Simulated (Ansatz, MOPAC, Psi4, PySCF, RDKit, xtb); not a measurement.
Dimer: CH3F (SMILES CF) (first 5 atoms) with C2H6 (SMILES CC); geometry from B3LYP-D3(BJ)/def2-TZVP, rigid monomers moved along the line of their centres of mass till F2···H12 is 3.12 Å.
(charge 0, multiplicity 1):
```xyz
13

C     -0.5235     0.4905     0.5044
F     -0.4228    -0.8457     0.8749
H      0.2810     1.0489     0.9841
H     -0.4358     0.5598    -0.5804
H     -1.4908     0.8732     0.8307
C     -0.5653     0.3520     4.5280
C      0.8496    -0.2189     4.5102
H     -0.9401     0.4571     5.5481
H     -1.2546    -0.2946     3.9829
H     -0.6014     1.3403     4.0638
H      1.5513     0.4372     5.0296
H      1.2067    -0.3549     3.4882
H      0.8867    -1.1946     4.9986
```

| level | interaction energy (kJ/mol) | cost |
|---|---|---|
| MMFF94 | -2.5 | - |
| UFF | -4.4 | - |
| GFN-FF | -2.8 | - |
| AM1 | 0.9 | - |
| PM3 | -1.0 | - |
| PM6 | -0.2 | - |
| PM7 | -2.9 | - |
| GFN1-xTB | -2.5 | - |
| GFN2-xTB | -3.0 | - |
| HF/STO-3G (no counterpoise) | 0.2 | - |
| HF/3-21G (no counterpoise) | -2.3 | - |
| HF/6-31G* | 0.4 | - |
| HF/6-31G* (no counterpoise) | -1.7 | - |
| HF/aug-cc-pVDZ | 0.4 | - |
| PBE/def2-TZVPPD | -1.7 | ×1 |
| PBE-D4/def2-TZVPPD | -4.5 | ×1 |
| BP86/6-31G* (no counterpoise) | -0.7 | - |
| r2SCAN/def2-TZVPPD | -2.3 | ×1 |
| r2SCAN-D3(BJ)/def2-TZVPPD | -3.8 | ×1 |
| r2SCAN-D4/def2-TZVPPD | -3.6 | ×1 |
| B3LYP/3-21G (no counterpoise) | -3.2 | - |
| B3LYP/6-31G* | 0.6 | - |
| B3LYP/6-31G* (no counterpoise) | -2.7 | - |
| B3LYP/6-311+G** (no counterpoise) | 0.3 | - |
| B3LYP/def2-TZVPPD | 0.6 | ×1 |
| B3LYP-D3(BJ)/def2-TZVPPD | -3.6 | ×1 |
| B3LYP-D4/def2-TZVPPD | -3.3 | ×1 |
| PBE0/def2-TZVPPD | -1.3 | ×1 |
| PBE0-D3(BJ)/def2-TZVPPD | -4.2 | ×1 |
| PBE0-D4/def2-TZVPPD | -4.0 | ×1 |
| M06-2X/6-31G* (no counterpoise) | -5.8 | - |
| wB97X-V/def2-TZVPPD | -4.0 | ×3 |
| wB97M-V/def2-TZVPPD | -3.7 | ×3 |
| MP2/6-31G* | -1.3 | - |
| MP2/6-31G* (no counterpoise) | -4.6 | - |
| MP2/aug-cc-pVDZ | -3.2 | - |
| SCS-MP2/aug-cc-pVDZ | -2.4 | - |
| CCSD/aug-cc-pVDZ | -2.9 | - |
| CCSD(T)/aug-cc-pVDZ | -3.4 | ×10 |
| SAPT0/jun-cc-pV(D+d)Z | -2.1 | - |

The rows run from -5.8 (M06-2X/6-31G* (no counterpoise)) to 0.9 kJ/mol (AM1). In aug-cc-pVDZ the value moves HF 0.4, MP2 -3.2, CCSD -2.9, CCSD(T) -3.4, a shift of -3.8 from HF to CCSD(T). The dispersion term adds -2.8 in PBE-D4, -1.5 in r2SCAN-D3(BJ), -1.4 in r2SCAN-D4. The 6 functionals in def2-TZVPPD without D3 or D4 span 4.6, from wB97X-V to B3LYP.

Monomers are frozen at their geometry in the pair; levels with a basis set take the counterpoise correction. Rows marked so take none. RDKit's UFF carries no charges.

Cores are frozen in the correlated methods. Rows in 3-21G, 6-311+G**, 6-31G*, STO-3G carry no dispersion term and start afresh at each structure (6-31G* with six Cartesian d functions). MP2/6-31G* freezes PySCF's default core. The state that AM1, PM3, PM6, PM7 reach isn't checked; PM7 holds dispersion and hydrogen-bond terms.

The values were computed with Ansatz (a program for electronic structure); MOPAC for AM1, PM3, PM6, PM7 (differences of heats of formation); Psi4 for SAPT; PySCF for 3-21G rows, 6-311+G** rows, 6-31G* rows, STO-3G rows, the dispersion terms; RDKit for the force fields; xtb for the GFN methods. Each number belongs to the level named beside it.

Costs are rough ratios of core time to PBE/def2-TZVPPD (about 14 s over the structures, on one shared machine); a dash marks a level with no comparable run of its own.
